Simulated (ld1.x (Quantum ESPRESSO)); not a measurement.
**Before and after: TM potential for mercury**

```
Element                 : Hg
Generator               : ld1.x (Quantum ESPRESSO) 7.5
Type                    : norm-conserving Troullier–Martins (Kleinman–Bylander form)
Functional              : PBE
Relativity              : scalar-relativistic
Frozen core             : [Kr] 4d10 4f14 5s2
Valence charge          : 18
Reference configuration : 5p6 5d10 6s2 6p0
Partial waves           : 6s (bound): rc 1.75 bohr; 5d (bound): rc 1.70 bohr; 5p (bound): rc 1.40 bohr
Local potential         : the p channel
Core correction         : Bessel-smoothed model core, default radius (core density twice the valence density)
```

Change: all radii but the core radius scaled by about 1.14 (s 1.98, p 1.60, d 1.94 bohr).

Cutoffs: the cutoffs (Ry, on a coarse ladder) from which the occupation-weighted sum of valence levels, in a spherical-Bessel basis at the reference potential, stays within 10 and 1 mRy of its value at 400 Ry; they do not see the model core or the augmentation charge, which bear on the density cutoff. Errors are all-electron minus pseudo energies relative to the spin-unpolarised reference configuration.

**Question.** How do hardness, ghosts and transferability respond?

**Answer.** The potential gets softer (70 Ry and 120 Ry → 55 Ry and 80 Ry); both files keep a bound ghost (s); of the 7 tests that both files solve, the error grows in 1 and shrinks in 1 by more than 15 % and 0.3 meV (median size 18.9 → 15.5 meV). A larger radius leaves more room for a smooth pseudo-wave, so fewer plane waves are needed.

```tsv
quantity	base	changed
cutoff, loose	70 Ry	55 Ry
cutoff, tight	120 Ry	80 Ry
loose cutoff by channel (10 mRy a level)	s 21 Ry, d 40 Ry, p 55 Ry	s 12 Ry, d 40 Ry, p 30 Ry
bound ghosts	s	s
error for 5p6 5d10 6s1 6p0, meV [ΔE 10.69 eV]	-9.7	-11
error for 5p6 5d10 6s0 6p0, meV [ΔE 29.66 eV]	-36	-48
error for 5p6 5d9 6s0 6p0, meV [ΔE 65.19 eV]	-19	-19
error for 5p6 5d9 6s2 6p0, meV [ΔE 15.52 eV]	-35	-16
error for 5p6 5d8 6s0 6p0, meV [ΔE 114.95 eV]	-9.8	+9.3
error for 5p5 5d10 6s2 6p0, meV [ΔE 73.27 eV]	-242	-244
error for 5p6 5d10 6s1.5 6p0, meV [ΔE 4.36 eV]	-2.9	-3.1
```

 A true bound ghost makes a file unfit for plane-wave use even where its test errors are small: the radial tests pick states by their node count and pass the ghost by.
